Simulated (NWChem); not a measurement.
CH₇FSi₂; SMILES FC[SiH2][SiH3]

```xyz
11

F     -1.0524     1.7773    -0.2402
C      0.1558     1.6470     0.4149
Si     1.0073     0.0350    -0.1495
Si    -0.5279    -1.7273     0.0450
H     -0.0250     1.6299     1.5051
H      0.7808     2.5325     0.2006
H      2.2080    -0.1941     0.7149
H      1.4605     0.1745    -1.5673
H     -1.6781    -1.5096    -0.8816
H     -1.0405    -1.7865     1.4486
H      0.1201    -3.0330    -0.2848
```
Atoms are numbered in this order, from 1.

Results from NWChem. The geometry was optimised at PBE0/def2-SVP. Hybrids' shares of exact exchange are those that their runs print; pure functionals count as 0. The functionals differ in more than this share.

```
row              share of exact exchange  highest occupied level (eV)
---------------  -----------------------  ---------------------------
PBE/def2-SVP                        0.00                        -6.89
TPSSh/def2-SVP                      0.10                        -7.61
B3LYP/def2-SVP                      0.20                        -7.99
PW6B95/def2-SVP                     0.28                     withheld
```

Problem. Fit a straight line of the last column on the one before it, predict the withheld value, and compare with the run.

Solution. 
1. Means of the 3 shown rows: x = 0.100, y = -7.497. Slope Σ(x − x̄)(y − ȳ)/Σ(x − x̄)² = -0.1100/0.02000 = -5.500; intercept -6.947.
2. The shown rows scatter about the line by 0.080 (root mean square); the largest residual is -0.11, at TPSSh/def2-SVP.
3. At x = 0.28 (PW6B95/def2-SVP; beyond the shown range) the line gives -8.49.
4. The run gives -8.30, +0.19 from the line, 2.4 times the scatter.
